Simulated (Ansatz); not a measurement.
Wavefunction ladder for `CC(C)(C)[NH][Ge]([F])([F])[F]`

Z-matrix (Å, degrees):
```
C
C 1 1.527
H 1 1.093 2 110.7
H 1 1.093 2 110.9 3 119.7
H 1 1.092 2 110.7 3 -120.0
C 2 1.524 1 110.2 3 -59.8
C 2 1.522 1 110.1 3 178.7
N 2 1.471 1 110.9 3 58.7
H 6 1.091 2 110.6 1 -179.7
H 6 1.092 2 110.6 1 -59.1
H 6 1.094 2 110.8 1 60.3
H 7 1.092 2 111.0 1 -178.3
H 7 1.091 2 110.1 1 61.5
H 7 1.096 2 111.5 1 -57.0
Ge 8 1.780 2 124.0 1 81.8
H 8 1.011 2 113.6 1 -61.8
F 15 1.710 8 108.6 2 -162.5
F 15 1.717 8 116.8 2 -41.6
F 15 1.708 8 113.7 2 78.7
```

Total charge 0; spin multiplicity 1. Correlated methods include outer-core shells of Ge, which these sets cover unevenly. Scalar relativity is left out up to krypton. All single points use the PBE0-D4/def2-TZVP geometry. It is one conformer, not always the lowest. Frozen core, restricted reference, Ansatz 0.2.0.

| basis | HF (Eh) | MP2 corr. | CCSD corr. | (T) | CCSD(T) total |
| --- | --- | --- | --- | --- | --- |
| def2-SVP | -2584.90851 | -1.53033 | -1.58380 | -0.03986 | -2586.53217 |
| def2-TZVPP | -2585.79981 | -1.91066 | -1.94869 | -0.07009 | -2587.81859 |
| def2-QZVPP | -2585.86679 | -2.30414 | – | – | – |
